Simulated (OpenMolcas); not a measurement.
# Fe3+: ligand-field states by method

Fe3+ with 6 ligands (chloride) in octahedral coordination (Oh) at 2.53 Å. A charge of +0.5 e stands 2.4 Å behind each ligand. Ligand basis ANO-RCC-VDZP.
```
Fe    0.0000    0.0000    0.0000
Cl    2.5300    0.0000    0.0000
Cl    0.0000    2.5300    0.0000
Cl   -2.5300    0.0000    0.0000
Cl    0.0000   -2.5300    0.0000
Cl    0.0000    0.0000    2.5300
Cl    0.0000    0.0000   -2.5300
```

```yaml
Program: OpenMolcas
Basis: ANO-RCC-VTZP [6s5p3d2f1g]
Scalar_Hamiltonian: DKH2, point nucleus
Active_space: 5 electrons in 5 orbitals (3d)
State_averaging: 2S+1 = 6 even, 1 root; 2S+1 = 4 even, 24 roots; 2S+1 = 2 even, 75 roots
Spin-orbit_coupling: state interaction with AMFI integrals over the reference wave functions
```

I. CASSCF
II. SS-CASPT2, IPEA 0.25 Eh, imaginary shift 0.1 Eh (closed shells correlated: 3s 3p and the ligand valence shells)

Spin-free states (labels of O, the rotations of Oh) in cm-1, each column counted from its own energy of the first state listed:

| State | Degeneracy | I | II |
| --- | --- | --- | --- |
| 6A1 | 1 | 0 | 0 |
| 4T1 | 3 | 30484 | 18020 |
| 4A1 | 1 | 33879 | 23080 |
| 4T2 | 3 | 33907 | 19660 |
| 4E | 2 | 34206 | 22150 |
| 4T2 | 3 | 41837 | 26340 |
| 4E | 2 | 42219 | 28420 |
| 2T2 | 3 | 43493 | 19910 |
| 4T1 | 3 | 43570 | 37500 |
| 2T1 | 3 | 45670 | 25310 |
| 2A2 | 1 | 46316 | 25290 |
| 2T2 | 3 | 47483 | 27200 |
| 2A1 | 1 | 48045 | 29160 |
| 2E | 2 | 48478 | 27360 |
| 2T2 | 3 | 51786 | 26970 |
| 2E | 2 | 53673 | 31210 |
| 4A2 | 1 | 54452 | 34190 |
| 2T1 | 3 | 54857 | 31950 |
| 2T2 | 3 | 57066 | 34910 |
| 2T1 | 3 | 58599 | 37450 |

From I to II, I's first state of another spin (4T1) moves from 30484 to 18020 cm-1, by about -12000 cm-1.

I: A least-squares ligand-field fit to the states below 45000 cm-1, each weighted by its degeneracy and with a free common offset, gives 10Dq = 6342 cm-1, B = 1176 cm-1 and C = 4582 cm-1 (C/B = 3.90), with an rms deviation of 287 cm-1. The same method and metal basis give the free ion B = 1296 cm-1 (fit to its terms below 60000 cm-1, rms deviation 21 cm-1), so the nephelauxetic ratio is β = 1176 / 1296 = 0.91; it hangs on how both fits weigh the states, and computed free-ion B values tend to be too large, so β mixes covalency with correlation.

χT at 300 K: I 4.39, II 4.38 cm3 K/mol.

Roots that are degenerate in the reference are averaged as groups; the widest CASPT2 spread within a group is 1900 cm-1 (the 2-fold group of multiplicity 2 near 46700 cm-1 above the lowest state of its run, II). Shifts and gaps below about the spread of the groups concerned are not significant. Over all roots computed the reference weight is 0.58 to 0.66 in II; the roots of lowest weight are the least certain, and an intruder state may touch them. Ligand-to-metal charge-transfer states are missing. With no ligand orbital active B as a rule stays too high, so bands that hang on it stand too high and its fall with covalency is understated. Without dynamic correlation the repulsion within the d shell is too large (B by tens of per cent), so at a given field states of lower spin stand too high (holds for I). With metal d orbitals alone and no dynamic correlation the field as a rule comes out too small, by tens of per cent, by up to half for chloride and softer ligands (holds for I). With one d shell and no ligand orbital active, 10Dq can be off by a tenth or more (holds for II). Free-ion shares, where given, are those of the reference states; single-state CASPT2 does not remix them (holds for II). The distance lies 5 % over the 2.41 Å that this model takes as the normal distance (a Shannon-type radius plus a fixed donor radius); by an R⁻⁵ law this alone changes a d-shell field by about -22 %. No measured value stands beside these numbers; the geometry was imposed, not optimised, and the real ion may take another.
